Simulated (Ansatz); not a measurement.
Calculated with Ansatz (gas phase, PBE0-D4/def2-TZVP geometries, no zero-point term in ΔE). CCSD(T)/CBS is the MP2 limit (def2-TZVPP, def2-QZVPP) plus CCSD(T) − MP2 in def2-TZVPP, frozen cores. This one scheme is used for every species. Triplets are unrestricted, without spin–orbit coupling. One conformer a species, not always the lowest.

`CN([SiH3])[SiH2]F` → `[CH2]` (triplet) + `F[SiH2]N[SiH3]`  (formal loss of a carbene)

```
            species  MP2/def2-QZVPP energy (Eh)
`CN([SiH3])[SiH2]F`                  -775.48323
  `[CH2]` (triplet)                   -39.06604
   `F[SiH2]N[SiH3]`                  -736.26428
```

**Question.** Work out ΔE.

**Answer.** ΔE = (-39.06604) + (-736.26428) − (-775.48323) = 0.15291 Eh = +96.0 kcal/mol. CCSD(T)/CBS gives +94.2 kcal/mol.

Largest T1 diagnostic among the species: 0.011.

The D4 term adds +3.4 kcal/mol with B3LYP and +1.8 kcal/mol with PBE0; it sums over pairs of atoms, weighted by their polarisabilities, and B3LYP, whose exchange is more repulsive, gets the larger term. In def2-TZVPP, CCSD(T) changes the Hartree–Fock value by +33.8 kcal/mol (the triples alone add +2.9 kcal/mol) and MP2 by +36.5 kcal/mol.

B3LYP here is the variant with VWN-RPA as its local correlation; programs differ in this.
